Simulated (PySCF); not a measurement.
SeF₄ (singlet). Computed with PBE in PySCF with Se def2-SVP, F def2-SVP; no relativity; density-fitted integrals.

Harmonic bands of its minimum:

```tsv
ω (cm⁻¹)	IR (km/mol)
150	0.3
205	10.2
319	0.0
320	22.5
357	9.8
563	2.3
647	249
675	83.0
686	46.4
```

**Question.** The central atom is Se. Infer the point group and assign the bands.

**Answer.** C2v. The modes span 4a1 + 2b1 + a2 + 2b2: 150 a1, 205 b1, 319 a2, 320 a1, 357 b2, 563 a1, 647 b2, 675 b1, 686 a1. The computed geometry has Se–F 1.745 Å (×2), Se–F 1.808 Å (×2); F–Se–F 87.3° (×4), F–Se–F 99.7°, F–Se–F 171.6°.
